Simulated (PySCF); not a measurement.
Polarisability and C₆ of Bi⁺ (bismuth, charge +1)

[Xe] 4f14 5d10 6s2 6p2, high-spin 3P determinant. Calculation: PySCF 2.14, in aug-cc-pwCVTZ-DK3; the spin-free X2C one-electron Hamiltonian (Gaussian nucleus). Coupled (time-dependent) response in atomic units; α is the mean over directions.

| method | mean α (bohr³) | α xx, yy, zz | C₆ (like pair) | S(−4) |
| --- | --- | --- | --- | --- |
| PBE | 27.91 | 23.61, 30.05, 30.05 | 258.8 | 212.1 |

S(−4) is the Cauchy moment in α(ω) = α(0) + S(−4) ω² + …

Spin-orbit coupling is absent.

α(iu) at PBE:

```json
{"u (hartree)": "0", "α(iu) (bohr³)": "27.91"}
{"u (hartree)": "0.0500", "α(iu) (bohr³)": "27.39"}
{"u (hartree)": "0.100", "α(iu) (bohr³)": "25.99"}
{"u (hartree)": "0.200", "α(iu) (bohr³)": "21.85"}
{"u (hartree)": "0.300", "α(iu) (bohr³)": "17.72"}
{"u (hartree)": "0.500", "α(iu) (bohr³)": "11.84"}
{"u (hartree)": "0.750", "α(iu) (bohr³)": "7.884"}
{"u (hartree)": "1.00", "α(iu) (bohr³)": "5.763"}
{"u (hartree)": "1.50", "α(iu) (bohr³)": "3.628"}
{"u (hartree)": "2.00", "α(iu) (bohr³)": "2.561"}
{"u (hartree)": "3.00", "α(iu) (bohr³)": "1.498"}
{"u (hartree)": "5.00", "α(iu) (bohr³)": "0.6942"}
```

For an ion, C₆ is the dispersion term alone; charge-induced terms of lower order in 1/R come first.

The components differ because the open shell of this determinant is not spherical; for a pure term their mean is the scalar polarisability.

Spin-orbit coupling is strong in this species (close to jj coupling), so the high-spin LS determinant is a model state, not a physical level.
